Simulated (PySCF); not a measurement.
C3H4N2O, SMILES O1CN=CN=C1.

Geometry: B3LYP-D3(BJ)/def2-SVP. One conformer was computed; it need not be the lowest.

Calculation: PBE/def2-TZVP run with PySCF.

Gas-phase values at a fixed geometry.

Q: Estimate the frontier levels, gap, dipole moment and polarisability. (Estimate from the structure and the level; the computed values follow.)

A: 
```yaml
highest_occupied_level: -6.05 eV
lowest_empty_level: -2.55 eV
orbital_gap: 3.50 eV
dipole_moment: 1.52 D
quadrupole, principal values (traceless, Buckingham form, about the centre of nuclear charge): -2.33, 0.29, 2.04 D·Å
mean_static_polarisability: 50.2 bohr³ (7.43 Å³)
polarisability_principal_values: 34.1, 56.6, 59.8 bohr³
```
